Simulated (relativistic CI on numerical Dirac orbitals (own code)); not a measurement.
**Forbidden transitions in Pr24+**

These numbers are calculated, not measured: Dirac-Coulomb-Breit CI, separate exchange-only KLI orbitals for each configuration, model QED (radiative potential, 1s self-energy scaled to tabulated hydrogen-like ionisation energies), unscaled Slater integrals (own radial code, finite nucleus).

CI space (outside the closed core [Ar] 3d10): 4s2.4p5, 4s.4p6, 4s2.4p4.4d, 4s.4p5.4d, 4s2.4p4.4f, 4s.4p5.4f, 4p6.4d, 4s.4p4.4d2, 4s2.4p3.4d.4f, 4p6.4f, 4s2.4p4.5s, 4p5.4d2, 4p4.4d3, 4p4.4d2.4f, 4p4.4d2.5s. Double excitations out of closed p, d and f shells are left out; levels of such configurations are missing from the list, as are those of other unlisted configurations, and high levels can miss mixing partners.

| λ vac (nm) | Lower | Upper | Type | A (s⁻¹) | gf | Branching (%) |
| --- | --- | --- | --- | --- | --- | --- |
| 6.5381 | 4s2.4p4.4d 2G_9/2 [22] | 4s.4p4.4d2 4H_13/2 [180] | E2 | 2.11e+06 | 1.89e-05 | n/a |
| 6.7364 | 4s2.4p4.4d 4F_9/2 [9] | 4s.4p4.4d2 6G_13/2 [92] | E2 | 3.98e+05 | 3.80e-06 | n/a |
| 6.8253 | 4s2.4p4.4d 4F_9/2 [9] | 4s.4p4.4d2 6G_11/2 [90] | E2 | 5.91e+05 | 4.95e-06 | n/a |
| 12.143 | 4s2.4p5 2P°_3/2 [1] | 4s2.4p4.4d 2F_7/2 [8] | M2 | 1.28e+03 | 2.26e-08 | 74.8 |
| 12.568 | 4s2.4p5 2P°_3/2 [1] | 4s2.4p4.4d 4D_7/2 [7] | M2 | 4.25e+02 | 8.05e-09 | 81.4 |
| 33.475 | 4s2.4p4.4d 4D_7/2 [7] | 4s2.4p4.4d 2F_7/2 [24] | M1 | 5.42e+03 | 7.28e-07 | 4.5 |
| 36.921 | 4s2.4p4.4d 2F_7/2 [8] | 4s2.4p4.4d 2F_7/2 [24] | M1 | 2.11e+04 | 3.45e-06 | 17.6 |
| 37.838 | 4s2.4p4.4d 4F_9/2 [9] | 4s2.4p4.4d 2F_7/2 [24] | M1 | 6.79e+04 | 1.17e-05 | 56.6 |
| 38.270 | 4s2.4p4.4d 4D_7/2 [7] | 4s2.4p4.4d 2G_9/2 [22] | M1 | 5.18e+03 | 1.14e-06 | 5.5 |
| 41.070 | 4s2.4p4.4d 4D_5/2 [5] | 4s2.4p4.4d 2F_7/2 [19] | M1 | 1.12e+04 | 2.27e-06 | 8.4 |
| 41.626 | 4s2.4p4.4d 4D_5/2 [5] | 4s2.4p4.4d 2G_7/2 [18] | M1 | 5.11e+03 | 1.06e-06 | 5.7 |
| 42.840 | 4s2.4p4.4d 2F_7/2 [8] | 4s2.4p4.4d 2G_9/2 [22] | M1 | 1.25e+04 | 3.45e-06 | 13.2 |
| 44.080 | 4s2.4p4.4d 4F_9/2 [9] | 4s2.4p4.4d 2G_9/2 [22] | M1 | 7.39e+04 | 2.15e-05 | 77.9 |
| 44.476 | 4s2.4p4.4d 4D_7/2 [7] | 4s2.4p4.4d 2F_7/2 [19] | M1 | 3.96e+04 | 9.39e-06 | 29.7 |
| 45.129 | 4s2.4p4.4d 4D_7/2 [7] | 4s2.4p4.4d 2G_7/2 [18] | M1 | 2.81e+04 | 6.87e-06 | 31.3 |
| 47.200 | 4s2.4p5 2P°_3/2 [1] | 4s2.4p5 2P°_1/2 [2] | M1 | 1.69e+05 | 1.13e-05 | 98.6 |
| 49.218 | 4s2.4p4.4d 4D_5/2 [5] | 4s2.4p4.4d 4D_3/2 [16] | M1 | 1.06e+05 | 1.54e-05 | 4.0 |
| 50.772 | 4s2.4p4.4d 2F_7/2 [8] | 4s2.4p4.4d 2F_7/2 [19] | M1 | 1.41e+04 | 4.36e-06 | 10.6 |
| 51.171 | 4s2.4p4.4d 2D_5/2 [12] | 4s2.4p4.4d 2F_7/2 [24] | M1 | 1.37e+04 | 4.29e-06 | 11.4 |
| 51.624 | 4s2.4p4.4d 2F_7/2 [8] | 4s2.4p4.4d 2G_7/2 [18] | M1 | 3.62e+04 | 1.16e-05 | 40.3 |
| 52.523 | 4s2.4p4.4d 4F_9/2 [9] | 4s2.4p4.4d 2F_7/2 [19] | M1 | 5.31e+04 | 1.76e-05 | 39.9 |
| 53.436 | 4s2.4p4.4d 4F_9/2 [9] | 4s2.4p4.4d 2G_7/2 [18] | M1 | 1.18e+04 | 4.05e-06 | 13.2 |
| 57.667 | 4s2.4p4.4d 4F_5/2 [14] | 4s2.4p4.4d 2F_7/2 [24] | M1 | 3.16e+03 | 1.26e-06 | 2.6 |
| 82.282 | 4s2.4p4.4d 2D_5/2 [12] | 4s2.4p4.4d 2F_7/2 [19] | M1 | 4.30e+03 | 3.49e-06 | 3.2 |
| 100.48 | 4s2.4p4.4d 4F_5/2 [14] | 4s2.4p4.4d 2F_7/2 [19] | M1 | 9.58e+03 | 1.16e-05 | 7.2 |
| 103.88 | 4s2.4p4.4d 4F_5/2 [14] | 4s2.4p4.4d 2G_7/2 [18] | M1 | 5.14e+03 | 6.65e-06 | 5.7 |
| 122.25 | 4s2.4p4.4d 2F_5/2 [17] | 4s2.4p4.4d 2F_7/2 [24] | M1 | 3.09e+03 | 5.54e-06 | 2.6 |
| 214.93 | 4s2.4p4.4d 4D_5/2 [5] | 4s2.4p4.4d 2F_7/2 [8] | M1 | 2.86e+02 | 1.58e-06 | 16.8 |
| 290.32 | 4s2.4p4.4d 4D_7/2 [7] | 4s2.4p4.4d 4F_9/2 [9] | M1 | 4.37e+02 | 5.53e-06 | 99.0 |
| 358.70 | 4s2.4p4.4d 4D_7/2 [7] | 4s2.4p4.4d 2F_7/2 [8] | M1 | 1.33e+02 | 2.06e-06 | 7.8 |
| 536.23 | 4s2.4p4.4d 4D_5/2 [5] | 4s2.4p4.4d 4D_7/2 [7] | M1 | 9.27e+01 | 3.20e-06 | 17.8 |

Terms are leading LS components. Brackets give the number of a level in order of energy, since labels repeat. The list gives strong lines, with weight on those to low levels, among the lowest 200 of 2351 levels, so that lines to higher ones, which can be the strongest, are missing. Levels whose partners in the same complex of configurations lie outside the list can be far off, and so can their lines. Rates are taken at the computed energies, electric ones in the length gauge.

At this charge energies of transitions that change n are usually good to better than 1 %, and those within a shell (Δn = 0) to a few per cent.

LS names give the leading component of a level, which can be under half, so a name can repeat, a term be missing and a line seem to break the LS rules.
